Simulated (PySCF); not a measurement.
# Ge2(Cl)4

Geometry:
```csv
atom,x (Å),y (Å),z (Å)
Ge1,-1.581,-0.765,-0.943
Cl2,-1.362,-2.220,0.615
Cl3,0.812,-0.496,-1.458
Ge4,1.205,1.578,-0.191
Cl5,2.077,0.674,1.544
Cl6,-1.151,1.230,0.433
```

The calculation used GIAO PBE/def2-SVP magnetisability, rotational g tensor and spin-rotation constants, non-relativistic, gas phase (PySCF 2.14.0). Geometry: GFN2-xTB.

The calculation is non-relativistic, which matters for the atoms heavier than Zn.

Q: How diamagnetic is it, and how anisotropic?

A: Isotropic -1707 × 10⁻³⁰ J/T², or -102.8 × 10⁻⁶ cm³/mol; principal values -1798, -1746, -1577 × 10⁻³⁰ J/T², anisotropy 200 × 10⁻³⁰ J/T² (root of half the summed squared differences of the principal values). The susceptibility is in cgs units.

Q: Split it along the inertial axes a, b, c into diamagnetic and paramagnetic parts about the centre of mass, with the quadrupole moment.

A: 
| axis | χ (10⁻⁶ cm³/mol) | diamagnetic (10⁻⁶ cm³/mol) | paramagnetic (10⁻⁶ cm³/mol) | summed x² of all electrons (Å²) | quadrupole Θ (D Å) |
| --- | --- | --- | --- | --- | --- |
| a | -105.1 | -986.6 | 881.5 | 416.7 | +5.12 |
| b | -95.0 | -2217.7 | 2122.7 | 126.6 | -3.56 |
| c | -108.3 | -2304.9 | 2196.7 | 106.0 | -1.56 |

Anisotropies 2χaa − χbb − χcc = -7.0 and 2χbb − χaa − χcc = +23.4 × 10⁻⁶ cm³/mol. Θ is traceless in Buckingham's convention.

Q: And the rotational g tensor?

A: 
| axis | rotational constant (GHz) | g | nuclear part | electronic part |
| --- | --- | --- | --- | --- |
| a | 1.2320 | -0.0259 | 0.4843 | -0.5102 |
| b | 0.4763 | -0.0111 | 0.4639 | -0.4750 |
| c | 0.4564 | -0.0081 | 0.4629 | -0.4710 |

Asymmetric top; isotopes 35Cl, 74Ge; no vibrational averaging.
